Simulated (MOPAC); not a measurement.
MOPAC input (MNDO):

```
MNDO PRECISE GNORM=0.05 LET XYZ CHARGE=-1 GEO-OK AUX(PRECISION=9) THREADS=1
C3H4Cl

C    -2.28924100 1    0.17293900 1   -0.79397800 1
C    -1.13101400 1    0.10602000 1   -0.04874600 1
C     0.17358000 1    0.47972600 1   -0.37752900 1
Cl    1.51621000 1   -0.31874000 1    0.58236700 1
H    -2.28557900 1    0.50528500 1   -1.82785100 1
H    -3.25641800 1    0.04520600 1   -0.32266300 1
H    -1.25036000 1   -0.23427600 1    0.98171400 1
H     0.49682800 1    0.55025400 1   -1.40993200 1
```

Output:

```
 *******************************************************************************
 **                                                                           **
 **                              MOPAC v23.2.5                                **
 **                                                                           **
 *******************************************************************************
 ** MOPAC's Digital Object Identifier: https://doi.org/10.5281/zenodo.6511958 **
 **                                                                           **
 ** Please cite the open-source release paper for use of this MOPAC version:  **
 ** J. E. Moussa and J. J. P. Stewart (2026)                                  **
 ** MOPAC: An open-source semiempirical molecular orbital program             **
 ** J. Open Source Softw., 11(119), 8025, https://doi.org/10.21105/joss.08025 **
 *******************************************************************************

                              MNDO CALCULATION RESULTS

 *******************************************************************************
 *  MNDO       - The MNDO Hamiltonian to be used
 *  GEO-OK     - OVERRIDE INTERATOMIC DISTANCE AND OTHER SAFETY CHECKS
 *
 *
 *
 *                 CHARGE ON SYSTEM = -1
 *
 *
 *
 *  LET        - OVERRIDE SOME SAFETY CHECKS
 *  PRECISE    - TIGHTER CRITERIA TO BE USED
 *  XYZ        - CARTESIAN COORDINATE SYSTEM TO BE USED
 *  GNORM      - EXIT WHEN GRADIENT NORM DROPS BELOW 0.050
 *  AUX        - OUTPUT AUXILIARY INFORMATION
 *******************************************************************************
MNDO PRECISE GNORM=0.05 LET XYZ CHARGE=-1 GEO-OK AUX(PRECISION=9) THREADS=1
 C3H4Cl

   ATOM   CHEMICAL          X               Y               Z
  NUMBER   SYMBOL      (ANGSTROMS)     (ANGSTROMS)     (ANGSTROMS)

     1       C         -2.28924100  *   0.17293900  *  -0.79397800  *
     2       C         -1.13101400  *   0.10602000  *  -0.04874600  *
     3       C          0.17358000  *   0.47972600  *  -0.37752900  *
     4      Cl          1.51621000  *  -0.31874000  *   0.58236700  *
     5       H         -2.28557900  *   0.50528500  *  -1.82785100  *
     6       H         -3.25641800  *   0.04520600  *  -0.32266300  *
     7       H         -1.25036000  *  -0.23427600  *   0.98171400  *
     8       H          0.49682800  *   0.55025400  *  -1.40993200  *

          CARTESIAN COORDINATES

    NO.       ATOM           X           Y           Z

     1         C         -2.2892      0.1729     -0.7940
     2         C         -1.1310      0.1060     -0.0487
     3         C          0.1736      0.4797     -0.3775
     4        Cl          1.5162     -0.3187      0.5824
     5         H         -2.2856      0.5053     -1.8279
     6         H         -3.2564      0.0452     -0.3227
     7         H         -1.2504     -0.2343      0.9817
     8         H          0.4968      0.5503     -1.4099

  H: (MNDO): M.J.S. DEWAR, W. THIEL, J. AM. CHEM. SOC., 99, 4899, (1977)
  C: (MNDO): M.J.S. DEWAR, W. THIEL, J. AM. CHEM. SOC., 99, 4899, (1977)
 Cl: (MNDO): M.J.S.DEWAR, H.S.RZEPA, J. COMP. CHEM., 4, 158, (1983)

           Empirical Formula: C3 H4 Cl  =     8 atoms

      MOLECULAR POINT GROUP   :   C1

      RHF CALCULATION, NO. OF DOUBLY OCCUPIED LEVELS = 12

          Geometry optimization using EF

          DIAGONAL MATRIX USED AS START HESSIAN

 CYCLE:     1  GRAD.:    50.690 HEAT:  5.425067
 CYCLE:     2  GRAD.:   279.048 HEAT:  12.04120
 CYCLE:     3  GRAD.:   188.976 HEAT:  9.086063
 CYCLE:     4  GRAD.:   290.730 HEAT:  15.82549
 CYCLE:     5  GRAD.:   221.022 HEAT:  13.22673
 CYCLE:     6  GRAD.:   252.027 HEAT:  15.21381
 CYCLE:     7  GRAD.:   185.204 HEAT:  11.00137
 CYCLE:     8  GRAD.:   164.329 HEAT:  6.219509
 CYCLE:     9  GRAD.:   148.201 HEAT:  6.299270
 CYCLE:    10  GRAD.:   246.590 HEAT:  13.23631
 CYCLE:    11  GRAD.:   172.439 HEAT:  6.898084
 CYCLE:    12  GRAD.:   114.127 HEAT:  4.977527
 CYCLE:    13  GRAD.:   209.923 HEAT:  13.34913
 CYCLE:    14  GRAD.:    58.003 HEAT: 0.7210231
 CYCLE:    15  GRAD.:    83.831 HEAT:  1.436078
 CYCLE:    16  GRAD.:     9.718 HEAT:-0.5449888
 CYCLE:    17  GRAD.:     7.098 HEAT:-0.5758201
 CYCLE:    18  GRAD.:     3.687 HEAT:-0.6114113
 CYCLE:    19  GRAD.:     2.966 HEAT:-0.6424535
 CYCLE:    20  GRAD.:     4.625 HEAT:-0.6982738
 CYCLE:    21  GRAD.:     3.139 HEAT:-0.7332859
 CYCLE:    22  GRAD.:     1.924 HEAT:-0.7436589
 CYCLE:    23  GRAD.:     1.770 HEAT:-0.7499476
 CYCLE:    24  GRAD.:     1.040 HEAT:-0.7559088
 CYCLE:    25  GRAD.:     1.142 HEAT:-0.7618038
 CYCLE:    26  GRAD.:     0.310 HEAT:-0.7635388
 CYCLE:    27  GRAD.:     0.120 HEAT:-0.7637190
 CYCLE:    28  GRAD.:     0.031 HEAT:-0.7637843

     GRADIENT =  0.03051 IS LESS THAN CUTOFF =  0.05000

 -------------------------------------------------------------------------------
 MNDO PRECISE GNORM=0.05 LET XYZ CHARGE=-1 GEO-OK AUX(PRECISION=9) THREADS=1
 C3H4Cl

     GEOMETRY OPTIMISED USING EIGENVECTOR FOLLOWING (EF).
     SCF FIELD WAS ACHIEVED

                              MNDO CALCULATION
                                                       MOPAC v23.2.5 Linux

          FINAL HEAT OF FORMATION =         -0.76378 KCAL/MOL =      -3.19567 KJ/MOL

          COSMO AREA              =        111.29 SQUARE ANGSTROMS
          COSMO VOLUME            =         95.14 CUBIC ANGSTROMS

          GRADIENT NORM           =          0.03051          =       0.01079 PER ATOM
          IONIZATION POTENTIAL    =          1.410151 EV
          HOMO LUMO ENERGIES (EV) =         -1.410  7.399
          NO. OF FILLED LEVELS    =         12
          MOLECULAR WEIGHT        =         75.5176         POINT GROUP:  Cs

          MOLECULAR DIMENSIONS (Angstroms)

            Atom       Atom       Distance
            H     6   Cl     4     4.91077
            H     8    H     7     2.87216
           Cl     4    H     5     0.00045

          SCF CALCULATIONS        =         29

   ATOM   CHEMICAL          X               Y               Z
  NUMBER   SYMBOL      (ANGSTROMS)     (ANGSTROMS)     (ANGSTROMS)

     1       C         -2.28750163  *   0.28584449  *  -0.76461396  *
     2       C         -1.14146277  *   0.02208617  *  -0.05308484  *
     3       C          0.16627093  *   0.20756918  *  -0.46411766  *
     4      Cl          1.53025043  *  -0.19849613  *   0.61506092  *
     5       H         -2.29777710  *   0.68634531  *  -1.77245954  *
     6       H         -3.27525478  *   0.10454602  *  -0.34981963  *
     7       H         -1.28875349  *  -0.38374887  *   0.96112372  *
     8       H          0.53828157  *   0.58567149  *  -1.39895764  *

                             CARTESIAN COORDINATES

   1    C       -2.287501631     0.285844487    -0.764613965
   2    C       -1.141462765     0.022086168    -0.053084839
   3    C        0.166270928     0.207569179    -0.464117664
   4   Cl        1.530250427    -0.198496132     0.615060919
   5    H       -2.297777098     0.686345309    -1.772459545
   6    H       -3.275254780     0.104546022    -0.349819625
   7    H       -1.288753489    -0.383748869     0.961123722
   8    H        0.538281574     0.585671493    -1.398957636

           Empirical Formula: C3 H4 Cl  =     8 atoms

      MOLECULAR POINT GROUP   :   Cs

                  EIGENVALUES
 -31.06850 -22.30040 -18.87150 -15.07685 -10.46332  -9.59309  -7.94492  -7.94115
  -7.35275  -6.69305  -5.00109  -1.41015   7.39897   7.45560   9.52945  10.57162
  10.95776  11.38111  12.30688  12.56034

              NET ATOMIC CHARGES AND DIPOLE CONTRIBUTIONS

  ATOM NO.   TYPE          CHARGE      No. of ELECS.   s-Pop       p-Pop
    1          C          -0.440217        4.4402     1.21134     3.22887
    2          C           0.108659        3.8913     1.18293     2.70841
    3          C          -0.379764        4.3798     1.21606     3.16370
    4         Cl          -0.307831        7.3078     1.97987     5.32796
    5          H          -0.001308        1.0013     1.00131
    6          H          -0.015617        1.0156     1.01562
    7          H          -0.010793        1.0108     1.01079
    8          H           0.046872        0.9531     0.95313
 DIPOLE           X         Y         Z       TOTAL
 POINT-CHG.     2.676    -0.529     1.442     3.086
 HYBRID         0.076    -0.038     0.098     0.129
 SUM            2.752    -0.566     1.541     3.204

          ATOMIC ORBITAL ELECTRON POPULATIONS

     Atom    s        px        py        pz
    1  C   1.21134   0.87697   1.39196   0.95994
    2  C   1.18293   0.90019   0.91592   0.89231
    3  C   1.21606   0.78136   1.49752   0.88483
    4 Cl   1.97987   1.60227   1.96249   1.76320
    5  H   1.00131
    6  H   1.01562
    7  H   1.01079
    8  H   0.95313

 **********************
 *                    *
 * JOB ENDED NORMALLY *
 *                    *
 **********************

 == MOPAC DONE ==
```

The dipole moment of an ion depends on the origin.

The geometry given is a B3LYP-D3(BJ)/def2-TZVP minimum.
